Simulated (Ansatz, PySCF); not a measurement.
BiCl3, SMILES [Cl][Bi]([Cl])[Cl]. Atoms are numbered in the order given.

```xyz
4

Bi     0.0000     0.0000     0.3935
Cl    -1.8900    -1.0912    -0.7819
Cl     0.0000     2.1824    -0.7819
Cl     1.8900    -1.0912    -0.7819
```
Charge 0, spin multiplicity 1.

Geometry: B3LYP-D3(BJ)/def2-SVP. The isomer is the one that the SMILES or the coordinates give; other isomers of the formula were not compared. The def2 effective core potentials stand for the cores of Bi; spin–orbit coupling is left out.

Two levels are set side by side: PBE-D3(BJ)/def2-SVP (Ansatz, a program for electronic structure) and B3LYP-D3(BJ)/def2-SVP (Ansatz). Each level has its own optimised geometry; the coordinates shown are those of the second. Frequencies come from the Hessian of PySCF at each geometry. Differences are taken from unrounded values.

| quantity | B3LYP-D3(BJ) |
|---|---|
| mean bond length (Å) | 2.479 |
| bond Bi1–Cl2 (Å) | 2.479 |
| bond Bi1–Cl3 (Å) | 2.479 |
| bond Bi1–Cl4 (Å) | 2.479 |
| highest harmonic wavenumber (cm⁻¹) | 341 |
| mean harmonic wavenumber (cm⁻¹) | 217 |
| zero-point energy (kcal/mol) | 1.86 |

**Question.** What does PBE-D3(BJ) give, and how far is it from B3LYP-D3(BJ)? (Estimate from the structure and the level; the computed values follow.)

**Answer.** 
| quantity | PBE-D3(BJ) | PBE-D3(BJ) minus B3LYP-D3(BJ) |
|---|---|---|
| mean bond length (Å) | 2.484 | 0.005 |
| bond Bi1–Cl2 (Å) | 2.484 | 0.005 |
| bond Bi1–Cl3 (Å) | 2.484 | 0.005 |
| bond Bi1–Cl4 (Å) | 2.484 | 0.005 |
| highest harmonic wavenumber (cm⁻¹) | 335 | -7 |
| mean harmonic wavenumber (cm⁻¹) | 212 | -5 |
| zero-point energy (kcal/mol) | 1.82 | -0.04 |
